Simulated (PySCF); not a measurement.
Compound: C7H9PSi.
Numbering: `[H]/[P:3]=[C:2](/[SiH3:1])[c:4]1[cH:5][cH:6][cH:7][cH:8][cH:9]1`

Definitions: NICS(0) = −σiso at the ring centroid; NICS(1) = −σiso and NICS(1)zz = −σzz at ±1 Å along the ring normal z. Level: GIAO PBE0/pcSseg-1 (PySCF, non-relativistic, gas phase) on the GFN2-xTB geometry, one conformer.

Ring bond lengths (Å), with Mayer bond orders in brackets: C4–C5 1.396 (1.38), C5–C6 1.381 (1.47), C6–C7 1.386 (1.43), C7–C8 1.385 (1.42), C8–C9 1.381 (1.46), C9–C4 1.396 (1.38).

Problem. Give the NICS values of each ring in ppm.

Solution. 
| ring | type | NICS(0) | NICS(1), two faces | NICS(1)zz, two faces | rms pucker (Å) | centre to ring atoms, mean (Å) |
| --- | --- | --- | --- | --- | --- | --- |
| C4–C5–C6–C7–C8–C9 | 6-membered carbocycle; formal bonds all aromatic | -7.9 | -10.8 / -10.5 | -27.1 / -26.3 | 0.00 | 1.39 |

Problem. What can be read from them?

Solution. 
- C4–C5–C6–C7–C8–C9: mean NICS(1)zz -26.7 ppm, shielded, aromatic by this magnetic criterion (flat ring, no four-coordinate atom).

Problem. What does the geometric index give? HOMA = 1 − mean of α(R − Ropt)² over the ring bonds, with Krygowski's 1993 parameters (CC: Ropt 1.388 Å, α 257.7 Å⁻²).

Solution. 
- C4–C5–C6–C7–C8–C9: HOMA 0.99 = 1 − EN − GEO, with mean bond length 1.387 Å, EN = α(Ropt − mean)² = 0.000 and GEO = α × variance = 0.011. The geometric and the magnetic index point the same way.

Problem. What are the shieldings of the ring atoms and their hydrogens in the same run (means over atoms taken as equivalent)?

Solution. 
```json
{"atoms": "C4", "environment": "substituted aromatic carbon", "σ isotropic (ppm)": "31.6", "principal values of the symmetric part, first atom (ppm)": "-52.6, -12.3, 159.8"}
{"atoms": "C5 (×2)", "environment": "aromatic CH carbon", "σ isotropic (ppm)": "56.2", "principal values of the symmetric part, first atom (ppm)": "-34.9, 40.5, 169.9"}
{"atoms": "C6 (×2)", "environment": "aromatic CH carbon", "σ isotropic (ppm)": "53.2", "principal values of the symmetric part, first atom (ppm)": "-55.4, 39.8, 177.8"}
{"atoms": "C7", "environment": "aromatic CH carbon", "σ isotropic (ppm)": "52.3", "principal values of the symmetric part, first atom (ppm)": "-59.9, 37.9, 178.8"}
{"atoms": "H on C5 (×2)", "environment": "aromatic hydrogen", "σ isotropic (ppm)": "24.16", "principal values of the symmetric part, first atom (ppm)": "19.9, 23.5, 29.7"}
{"atoms": "H on C6 (×2)", "environment": "aromatic hydrogen", "σ isotropic (ppm)": "24.09", "principal values of the symmetric part, first atom (ppm)": "20.7, 24.6, 27.0"}
{"atoms": "H on C7", "environment": "aromatic hydrogen", "σ isotropic (ppm)": "24.13", "principal values of the symmetric part, first atom (ppm)": "21.0, 24.6, 26.8"}
```

Shape of the structure used: `[H]/[P:3]=[C:2](/[SiH3:1])[c:4]1[cH:5][cH:6][cH:7][cH:8][cH:9]1`: Si1–C2–C4–C5 38°.
